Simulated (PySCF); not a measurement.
H₂, singlet, at a GFN2-xTB geometry. Base run: SVWN5/aug-cc-pVDZ in PySCF.

Input for PySCF:
```python
from pyscf import gto, scf, dft

mol = gto.M(
    atom='''
H    -0.00000000   -0.00000000   -0.38834947
H     0.00000000    0.00000000    0.38834947
''',
    basis='aug-cc-pvdz',
    verbose=5,
)

mf = dft.RKS(mol)
mf.xc = 'lda,vwn'
mf.kernel()
```

Each row names what was changed in the base input (with any setting that the change needs).

```json
[
 {"change": "base", "ΔE vs base (µEh)": "0.0", "fitting functions": "-"},
 {"change": "auxbasis = cc-pvqz-jkfit", "ΔE vs base (µEh)": "-2.5", "fitting functions": "102"},
 {"change": "auxbasis = even-tempered beta=1.6", "ΔE vs base (µEh)": "-0.7", "fitting functions": "120"},
 {"change": "auxbasis = even-tempered beta=2.0", "ΔE vs base (µEh)": "-1.9", "fitting functions": "84"},
 {"change": "auxbasis = cc-pvdz-jkfit", "ΔE vs base (µEh)": "-3.5", "fitting functions": "46"},
 {"change": "auxbasis = def2-universal-jfit", "ΔE vs base (µEh)": "?", "fitting functions": "?"},
 {"change": "auxbasis = cc-pvtz-jkfit", "ΔE vs base (µEh)": "-3.4", "fitting functions": "60"},
 {"change": "auxbasis = def2-universal-jkfit", "ΔE vs base (µEh)": "-41.8", "fitting functions": "36"},
 {"change": "auxbasis = even-tempered beta=3.0", "ΔE vs base (µEh)": "-7.3", "fitting functions": "56"},
 {"change": "auxbasis = autoaux", "ΔE vs base (µEh)": "-0.1", "fitting functions": "94"}
]
```

### Question
Some entries are withheld; supply them.

### Answer

- auxbasis = def2-universal-jfit, ΔE vs base (µEh): -128
- auxbasis = def2-universal-jfit, fitting functions: 22

A fitting set is made for a task (jfit for Coulomb, jkfit for Coulomb and exchange, ri for correlation) and for a family of orbital bases.
